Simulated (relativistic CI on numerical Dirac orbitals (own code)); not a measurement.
# Mo⁺: M2,3 absorption edge

Computed with this model: Dirac-Coulomb-Breit CI, orbitals from a KLI potential per configuration, model QED, valence Slater integrals scaled by 0.8, multiplet model of core-to-valence dipole absorption; configurations [Kr] 4d5 → [Ne] 3s2 3p5 3d10 4s2 4p6 4d6; 10 K; Lorentzian 3 eV and Gaussian 0.4 eV FWHM. Energies are those of the free ion, without screening or charge transfer. The branching ratio is the share of the lower-energy edge in the whole absorption, uncertain by about 0.02 where the edges overlap. S is read from ⟨S²⟩ = S(S + 1).

Field parameters in Wybourne normalisation: D3d B²₀ = −7Dσ, B⁴₀ = −14Dq − 21Dτ, B⁴₃ = −14√(10/7) Dq; D4h B²₀ = −7Ds, B⁴₀ = 21(Dq − Dt), B⁴₄ = 21√(5/14) Dq; Oh B⁴₀ = 21Dq, B⁴₄ = √(5/14) B⁴₀. The field is a parameter set, without covalency.

Computed curve for free ion, scaled to 100 at the maximum (points under 2 are left out and the grid is thinned):

(Energy (eV), Intensity): (386.5, 2.1), (387.5, 2.6), (388.5, 3.2), (389.0, 3.5), (390.0, 4.5), (391.0, 6.0), (392.0, 8.4), (393.0, 12.4), (393.5, 15.5), (394.5, 26.2), (395.5, 48.8), (396.5, 87.6), (397.5, 95.2), (398.0, 77.4), (399.0, 41.8), (400.0, 23.1), (401.0, 14.2), (402.0, 9.6), (402.5, 8.1), (403.5, 6.1), (404.5, 4.8), (405.5, 4.1), (406.0, 3.8), (407.0, 3.5), (408.0, 3.4), (409.0, 3.6), (410.0, 4.1), (410.5, 4.6), (411.5, 6.2), (412.5, 9.6), (413.5, 16.9), (414.5, 30.0), (415.0, 34.6), (416.0, 27.1), (417.0, 14.7), (418.0, 8.2), (419.0, 5.1), (419.5, 4.2), (420.5, 3.0), (421.5, 2.2)

The ground state has S = 2.50, and the centroid lies at 401.67 eV.
